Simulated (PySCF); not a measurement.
Oxygen: a sound run and one with changed settings

Sound run: O⁺ [He] 2s2 2p3, O²⁺ [He] 2s2 2p2. All numbers are calculated (PySCF 2.14, the spin-free X2C one-electron Hamiltonian (Gaussian nucleus), in x2c-TZVPall (5s3p2d1f, 31 functions)). The sound run starts from symmetry-adapted Hartree-Fock orbitals and uses a fine grid where one is needed.

A second run was set up differently.

```csv
species,method,sound run (hartree),changed run (hartree),converged
O⁺,UHF,-74.42662,-74.42662,yes
O⁺,r2SCAN,-74.60909,-74.62568,yes
O⁺,M06-L,-74.63609,-74.59747,yes
O²⁺,UHF,-73.15609,-73.15609,yes
O²⁺,r2SCAN,-73.30535,-73.33124,yes
O²⁺,M06-L,-73.33353,-73.31716,yes
```

Ionisation energy of O⁺:

```tsv
method	sound run (eV)	changed run (eV)
UHF	34.573	34.573
r2SCAN	35.477	35.224
M06-L	35.445	34.839
```

Q: What was changed?
A. too few SCF iterations
B. level shift left on
C. radial grid too coarse
D. minimal basis

A: C. It used radial step 0.8 in ln r (0.13 in the sound run). A coarse radial grid mis-integrates the density and the exchange-correlation energy, with errors of either sign; Hartree-Fock needs no grid.
